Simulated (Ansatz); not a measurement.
Ansatz results at the PBE0-D4/def2-TZVP geometry: HOMO energy (B3LYP/def2-TZVPP) -6.86 eV; LUMO energy (PBE0/def2-TZVPP) -2.45 eV; HOMO–LUMO gap (PBE0/def2-TZVPP) 4.60 eV.

Each molecule was computed in one conformer, which needn't be the lowest.

**Question.** Which molecule gave them?
A. `O[SiH]1[NH][AlH]1`
B. `O[C](F)(F)[AlH2]`
C. `[SiH3][O][AlH][SiH3]`
D. `O[SiH2][AlH][SiH3]`

**Answer.** D. The others give `O[SiH]1[NH][AlH]1`: -6.09, -1.02, 5.24; `O[C](F)(F)[AlH2]`: -8.29, -1.87, 6.60; `[SiH3][O][AlH][SiH3]`: -7.38, -1.62, 5.95.

B3LYP here is the variant with VWN-RPA as its local correlation; programs differ in this.
